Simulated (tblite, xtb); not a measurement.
Cl$_{6}$OSi$_{2}$, charge +1, doublet, geometry from GFN2-xTB (a state made from the parent by changing its charge; the spin is typed, not shown lowest). Base run: xtb with GFN1-xTB.

Here is a job for xtb.
```
$ xtb mol.xyz --gfn 1 --chrg 1 --uhf 1 --json

# file mol.xyz
9

Cl     2.32079976     0.13500470    -1.77481537
Si     1.57674114     0.40439766     0.06688986
Cl     2.42962633    -0.81594192     1.40906425
Cl     1.65696001     2.32428365     0.63757071
O      0.00000000     0.00000000     0.00000000
Si    -1.57674114    -0.40439766    -0.06688986
Cl    -2.25203403     0.19739104    -1.85571735
Cl    -2.48361902     0.55495521     1.44151609
Cl    -1.67173305    -2.39569269     0.14238167
```

Programs used: tblite, xtb; a row that names a program was run with it.

The base run was repeated with changes; each row names its change, and settings that it needs were set with it.

```tsv
change	ΔE vs base (mEh)	G_solv (kcal/mol)	SCF cycles
base	0.000	-	11
program = tblite; method = gfn1; option = --grad	0.000	-	-
gbsa = acetonitrile	-71.480	-44.93	11
program = tblite; method = gfn1	0.000	-	-
acc = 0.0001	0.000	-	16
alpb = ch2cl2	-65.422	-41.07	11
acc = 30	0.000	-	9
acc = 0.1	0.000	-	12
```

ALPB and GBSA are two models with their own fitted parameters for each solvent, which aren't always the measured dielectric constant.
